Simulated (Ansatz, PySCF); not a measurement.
System: SiBr2, net charge 0, triplet state. This is an excited triplet: at this geometry the singlet lies 1.89 eV lower at RI-MP2/CBS(def2-TZVPPD,def2-QZVPPD)+[CCSD(T)-MP2]/def2-TZVPPD. 
Structure (B3LYP-D3(BJ)/def2-TZVP (Ansatz, a quantum-chemistry and plane-wave program) minimum search):
```xyz
3

Si     0.0030    -0.0043     0.9363
Br     1.0631    -1.6126    -0.1980
Br    -1.0643     1.6143    -0.1765
```
Charge 0, spin multiplicity 3.

Dipole moments at this geometry, in debye (magnitudes).

```csv
level,program,dipole (D)
SVWN5/def2-TZVPD,PySCF,0.38
BP86/def2-TZVPD,PySCF,0.42
TPSS/def2-TZVPD,PySCF,0.49
TPSSh/def2-TZVPD,PySCF,0.55
HSE06/def2-TZVPD,Ansatz,0.57
CCSD(T)/def2-SVPD,Ansatz,0.60
```
